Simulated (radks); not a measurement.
Isoelectronic series with 33 electrons, each ion in its NIST ground configuration. Calculated with a radial shooting solver on a logarithmic mesh with Libxc functionals: Dirac Kohn-Sham, PBE, spin-unpolarised, spherical densities, finite nucleus; open shells fill j = l - 1/2 first; Fermi nuclear charge, rms radius of each element as measured or else 0.836 A^(1/3) + 0.57 fm. Total energies (hartree) and orbital eigenvalues (hartree):

ion        configuration  E (hartree)      4p3/2      4p1/2      4s1/2
As     [Ar] 3d10 4s2 4p3  -2260.92299   -0.18548   -0.19545   -0.52962
Br2+   [Ar] 3d10 4s2 4p3  -2605.29610   -1.02646   -1.05022   -1.53365
Rb4+   [Ar] 3d10 4s2 4p3  -2976.85551   -2.20645   -2.24973   -2.87975
Nb8+   [Ar] 3d10 4s2 4p3  -3801.94293   -5.43710   -5.54099   -6.46103
Tc10+  [Ar] 3d10 4s2 4p3  -4255.84308   -7.46285   -7.61042   -8.67561
Rh12+  [Ar] 3d10 4s2 4p3  -4737.62788   -9.75475   -9.95686  -11.16798
Ag14+  [Ar] 3d10 4s2 4p3  -5247.57174  -12.31000  -12.57915  -13.93729
In16+  [Ar] 3d10 4s2 4p3  -5785.97334  -15.12690  -15.47741  -16.98391
Sb18+  [Ar] 3d10 4s2 4p3  -6353.16137  -18.20449  -18.65262  -20.30904
